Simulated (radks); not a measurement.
Problem. Species: Te29+. Configuration: [Ar] 3d5. Calculated with a radial shooting solver on a logarithmic mesh with Libxc functionals: Dirac Kohn-Sham, PBE, spin-unpolarised, spherical densities, finite nucleus; open shells fill j = l - 1/2 first; Fermi nuclear charge, rms radius 4.7423 fm. Some entries of the table are withheld. Estimate them.

orbital,occ.,eigenvalue (eV),<r> (bohr),r(max) (bohr)
1s1/2,2,-32861.77,0.02781,0.01793
2s1/2,2,-6076.325,0.1188,0.1013
2p1/2,2,-5779.330,0.1003,0.07778
2p3/2,4,-5502.397,0.1058,0.08245
3s1/2,2,-2044.514,0.3050,(1)
3p1/2,2,(2),0.2928,0.2688
3p3/2,4,(3),0.3023,0.2781
3d3/2,4,-1675.807,(4),0.2219
3d5/2,1,-1662.534,(5),0.2245

Solution. 
(1) 3s1/2 r(max) (bohr): 0.2836
(2) 3p1/2 eigenvalue (eV): -1927.656
(3) 3p3/2 eigenvalue (eV): -1868.206
(4) 3d3/2 <r> (bohr): 0.2678
(5) 3d5/2 <r> (bohr): 0.2708
